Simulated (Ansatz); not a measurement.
Reaction (redistribution): `[OH][Al]([OH])[F]` + `F[SiH2][SeH]` → `[OH][Al]([F])[SeH]` + `O[SiH2]F`

Computed with Ansatz on PBE0-D4/def2-TZVP structures; ΔE is electronic, products minus reactants. CCSD(T)/CBS is the MP2 limit (def2-TZVPP, def2-QZVPP) plus CCSD(T) − MP2 in def2-TZVPP, frozen cores. Functionals use def2-TZVPP. For Se outer-core shells are correlated without core-valence functions, which leaves a few kJ/mol of doubt a bond. Scalar relativity is left out up to krypton. Each species was taken in one conformer, which may not be the lowest.

```csv
level,ΔE (kcal/mol)
BLYP-D4,-5.6
MP2/def2-SVP,-6.5
```

Question: What does CCSD(T)/CBS give? (Estimate.)

Answer: Computed: -7.2 kcal/mol. The listed levels differ from it by 1.6, 0.7 kcal/mol.

Largest T1 diagnostic among the species: 0.012.

From PBE to PBE0 (25 % exact exchange), in def2-TZVPP and without D4, ΔE moves by −0.9 kcal/mol. Leaving LDA and LC-ωPBE aside and taking each functional with its dispersion term where it has one, the values, not all of them listed here, spread over 2.3 kcal/mol, from BHLYP-D4 to revPBE-D4.
